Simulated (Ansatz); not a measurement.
Isolated molecules relaxed with PBE0-D4/def2-TZVP in Ansatz; ΔE leaves out vibrations. CBS: MP2 limit from def2 TZ/QZ plus the TZ coupled-cluster correction, frozen cores. This one scheme is used for every species. DFT in def2-TZVPP. HSE06 is defined as in plane-wave codes. Elements past krypton have def2 core potentials. For Sn outer-core shells are correlated without core-valence functions, which leaves a few kJ/mol of doubt a bond.

`C[NH][SnH3]` + H₂S → `[SH][SnH3]` + CH₃NH₂  (ligand exchange at the Sn–N bond)

| level | ΔE (kJ/mol) | difference from CCSD(T)/CBS |
| --- | --- | --- |
| revPBE-D4 | -71.9 | -1.7 |
| PBE0-D4 | -78.2 | -8.0 |
| ωB97M-V | -73.1 | -2.9 |
| B2PLYP | -72.5 | -2.3 |
| PBE-QIDH | -76.4 | -6.2 |
| PBE | -77.0 | -6.8 |
| revPBE | -78.6 | -8.4 |
| r2SCANh | -77.5 | -7.3 |
| HSE06 | -80.3 | -10.1 |
| CAM-B3LYP | -72.1 | -1.9 |
| RPA@PBE/def2-TZVPP | -62.2 | 8.0 |
| CCSD(T)/def2-SVP | -67.1 | 3.1 |
| CCSD(T)/def2-TZVPP | -67.1 | 3.1 |
| MP2/def2-QZVPP | -69.9 | 0.3 |
| HF/CBS(def2) | -80.1 | -9.9 |
| CCSD/CBS(def2) | -71.6 | -1.4 |
| CCSD(T)/CBS | -70.2 | 0 |

Largest T1 diagnostic among the species: 0.012.

From BLYP to BHLYP (50 % exact exchange), in def2-TZVPP and without D4, ΔE moves by −4.3 kJ/mol. The D4 term adds +3.5 kJ/mol with B3LYP and +2.0 kJ/mol with PBE0; it sums over pairs of atoms, weighted by their polarisabilities, and B3LYP, whose exchange is more repulsive, gets the larger term. Leaving LDA and LC-ωPBE aside and taking each functional with its dispersion term where it has one, the values, not all of them listed here, spread over 9.6 kJ/mol, from r2SCAN0-D4 to BLYP-D4. LDA lies +5.0 kJ/mol from PBE without D4.

B3LYP here is the variant with VWN-RPA as its local correlation; programs differ in this.
